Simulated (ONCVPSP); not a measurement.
## Before and after: ONCV potential for iron

Fe, optimised norm-conserving Vanderbilt (ONCV), made with ONCVPSP 4.0.1 (PBE, fully relativistic). Core [Ne], reference 3s2 3p6 3d6 4s2. Waves: 3s+4s: rc 1.15 bohr, ncon 5, nbas 8, qcut 9.3 1/bohr, 3 projectors, debl 1.8 Ha; 3p: rc 0.90 bohr, ncon 4, nbas 7, qcut 10.8 1/bohr, 2 projectors, debl 1.5 Ha; 3d: rc 0.90 bohr, ncon 4, nbas 9, qcut 14.8 1/bohr, local. Local part: the d channel. Core correction: Teter function, fcfact 3.5, rcfact 1.5.

Open shells are filled in proportion to 2j + 1.

In the p channel the program set the typed energies aside and used -2.187, 0.250 Ha (j = l + 1/2; the other j can differ).

All-electron outer shells of the reference configuration (PBE, scalar-relativistic, ld1.x):

```csv
shell,level (eV),outermost node (bohr),outermost maximum (bohr)
2p,-698.45,–,0.18
3s,-94.02,0.33,0.70
3p,-60.04,0.30,0.72
3d,-7.50,–,0.71
4s,-5.29,1.00,2.41
```

Change: non-relativistic. In the p channel the program set the typed energies aside and used -2.191, 0.250 Ha.

Cutoffs: the cutoffs (Ha) at which the residual kinetic energy of the hardest occupied pseudo-wave falls to 1 and 0.1 mHa per electron; they do not see the model core or the augmentation charge, which bear on the density cutoff. Errors are all-electron minus pseudo energies relative to the spin-unpolarised reference configuration.

How do hardness, ghosts and transferability respond?

The potential gets neither clearly harder nor softer (93 Ha and 112 Ha → 93 Ha and 111 Ha); the bound ghosts move from p to p, s; of the 4 tests that both files solve, the error grows in 1 and shrinks in 2 by more than 15 % and 0.3 meV (median size 1.0 → 0.6 meV).

```csv
quantity,base,changed
"cutoff, loose",93 Ha,93 Ha
"cutoff, tight",112 Ha,111 Ha
loose cutoff by channel,"s 42 Ha, p 46 Ha, d 93 Ha","s 42 Ha, p 46 Ha, d 93 Ha"
bound ghosts,"p3/2, p1/2","p, s"
GHOST(+) flags under 300 eV,s at 227.2 eV,none
"largest miss of a reference level, eV",0.09,0.00
"error for 3s2 3p6 3d6 4s1, meV [ΔE 8.73 → 8.60 eV]",+0.4,+0.2
"error for 3s2 3p6 3d6 4s0, meV [ΔE 24.93 → 24.59 eV]",+1.5,+1.1
"error for 3s2 3p6 3d5 4s0, meV [ΔE 59.15 → 59.03 eV]",-3.5,-5.3
"error for 3s2 3p6 3d6.5 4s1.5, meV [ΔE -0.73 → -0.89 eV]",-0.4,-0.1
s: phases at 1.17 bohr within 0.05 rad from the reference energy up to (Ha; the scan ends near 5),to the end of the scan,to the end of the scan
"rms error of d²Exc/dni dnj with the model core, mHa",5.93,1.00
```

 A true bound ghost makes a file unfit for plane-wave use even where its test errors are small: the radial tests pick states by their node count and pass the ghost by.
